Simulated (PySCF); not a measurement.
## Dipole response of Pb+ (lead, charge +1)

[Xe] 4f14 5d10 6s2 6p1, 2P determinant. Calculation: PySCF 2.14, in aug-cc-pV5Z-PP with ECP60MDF (8s8p6d4f3g2h, 139 functions); scalar relativity through the core potential. Coupled (time-dependent) response in atomic units; α is the mean over directions.

```csv
method,mean α (bohr³),"α xx, yy, zz",C₆ (like pair),S(−4)
PBE,27.94,"24.05, 35.71, 24.05",238.5,284.8
```

S(−4) is the Cauchy moment in α(ω) = α(0) + S(−4) ω² + …

Spin-orbit coupling is absent.

α(iu) at PBE:

| u (hartree) | α(iu) (bohr³) |
| --- | --- |
| 0 | 27.94 |
| 0.0500 | 27.25 |
| 0.100 | 25.47 |
| 0.200 | 20.74 |
| 0.300 | 16.52 |
| 0.500 | 10.99 |
| 0.750 | 7.432 |
| 1.00 | 5.509 |
| 1.50 | 3.513 |
| 2.00 | 2.481 |
| 3.00 | 1.435 |
| 5.00 | 0.6453 |

For an ion, C₆ is the dispersion term alone; charge-induced terms of lower order in 1/R come first.

The components differ because the open shell of this determinant is not spherical; for a pure term their mean is the scalar polarisability.

Energies and moments cover only the electrons outside the core potential. Spin-orbit coupling, absent here, splits the open shell strongly.
